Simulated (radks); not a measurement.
Initial-state core-level shifts of the titanium ion Ti+ when its valence configuration changes from [Ar] 3d2 4s1. Method: non-relativistic Kohn-Sham, TPSS, spin-unpolarised, spherical densities, point nucleus; meta-GGA in the generalised Kohn-Sham scheme; computed with a radial shooting solver on a logarithmic mesh with Libxc functionals. Shifts are changes of the shell-averaged eigenvalues in eV (positive: less bound); the change of the density at the nucleus, which sets a Mossbauer isomer shift, is in e/bohr^3, on a base of 7139.

valence               1s       2p       3s       3p  density at nucleus
3d1 4s2           -6.038   -6.929   -5.804   -5.524             +6.0083
3d2 4p1           -1.231   -1.182   -1.218   -1.211             -3.4125
3d1 4s1 4p1       -7.261   -8.130   -6.997   -6.703             +2.1120
3d3               +4.525   +5.161   +4.612   +4.406             -4.3055
3d2 4s0.5 4p0.5   -0.617   -0.592   -0.611   -0.607             -1.6966
3d2.5 4s0.5       +2.479   +2.830   +2.494   +2.379             -2.3445
3d1 4s1.5 4p0.5   -6.654   -7.533   -6.405   -6.118             +4.0746
3d1.5 4s1 4p0.5   -3.468   -3.865   -3.392   -3.254             +0.9518
4s0.5 4p2.5      -16.248  -18.264  -15.179  -14.531             +2.6997
